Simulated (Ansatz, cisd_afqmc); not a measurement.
System: Pb, charge 1, doublet.

Total energies in def2-SVPD, 3 correlated electrons, 9 frozen orbitals. Radicals and triplets start from unrestricted determinants; spin-orbit coupling is neglected. Cores are frozen in correlated methods (noble-gas shells, and filled d and f shells in the p block). Past Kr the def2 sets carry scalar-relativistic core potentials. The Monte Carlo rows (phaseless AFQMC, CISD trial, step 0.005/hartree) carry one-sigma bars that omit the constraint's bias. Outlying blocks are dropped, and bars are widened where a walk drifts. Over all cases where full CI ran beside it in this data, AFQMC minus full CI had a median of +0.1 mEh and passed +0.4 mEh in a tenth of the cases. Spin-orbit terms, left out, reach several kcal/mol for Br and I, and more for heavier atoms.

```json
[
 {"method": "HF", "program": "Ansatz", "energy (Eh)": "-191.59210", "minus CCSDT (mEh)": "31.62"},
 {"method": "MP2", "program": "Ansatz", "energy (Eh)": "-191.61384", "minus CCSDT (mEh)": "9.88"},
 {"method": "CCSD", "program": "Ansatz", "energy (Eh)": "-191.62341", "minus CCSDT (mEh)": "0.30"},
 {"method": "CCSD(T)", "program": "Ansatz", "energy (Eh)": "-191.62363", "minus CCSDT (mEh)": "0.09"},
 {"method": "CCSDT", "program": "Ansatz", "energy (Eh)": "-191.62372", "minus CCSDT (mEh)": "0.00"},
 {"method": "AFQMC/CISD", "program": "cisd_afqmc", "energy (Eh)": "-191.6237 ± 0.0001", "minus CCSDT (mEh)": "0.0 ± 0.1"}
]
```

Ansatz is a quantum-chemistry and plane-wave program.
